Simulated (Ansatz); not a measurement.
Pb₅O₈H₆, a hydroxylated oxide cluster was relaxed with PBE-D4 (def2-SVP) in Ansatz in these states: charge +1 doublet, neutral singlet. The geometries follow in no particular order.

In the def2 sets Pb takes a core potential; there is no spin–orbit coupling.

A:

Cartesian coordinates in Å:
```
Pb 0.040 0.065 -0.046
Pb -0.772 -2.479 -1.949
Pb -3.351 -0.003 0.291
Pb -0.259 0.829 3.129
Pb 1.835 -2.422 1.443
O 1.056 -1.032 -2.208
O 0.145 -2.280 0.059
O -1.829 -0.575 -1.270
O -1.612 -0.067 1.619
O -2.581 2.322 0.151
O 2.976 -1.690 -0.603
O 1.295 -0.278 1.879
O -0.263 2.301 1.302
H 1.184 -0.546 -3.049
H 2.294 -1.446 -1.340
H -1.673 2.441 0.630
H -2.541 2.835 -0.679
H 3.680 -1.015 -0.624
H 0.376 3.042 1.265
```

B:

Cartesian coordinates in Å:
```
Pb -0.206 0.157 -0.116
Pb 2.956 1.125 -0.652
Pb 1.340 -2.433 -1.753
Pb -1.138 -2.515 1.679
Pb 0.980 0.661 3.065
O 1.209 2.630 -0.401
O 1.862 0.389 1.104
O 1.594 -0.257 -1.760
O 0.441 -2.145 0.199
O -1.062 -2.138 -2.421
O 0.226 2.780 1.948
O -0.757 -0.384 2.235
O -2.286 -1.812 -0.210
H 1.013 3.274 -1.107
H 0.648 2.805 0.981
H -1.635 -2.051 -1.540
H -1.211 -1.305 -2.907
H -0.739 2.808 1.807
H -3.235 -1.588 -0.150
```

Judge from the bond lengths which geometry belongs to which state (an estimate).

A is the charge +1 doublet (Pb1–O12 2.324 Å, Pb1–O8 2.324 Å, Pb1–Pb4 3.280 Å); B is the neutral singlet (Pb1–O12 2.474 Å, Pb1–O8 2.473 Å, Pb1–Pb4 3.351 Å).
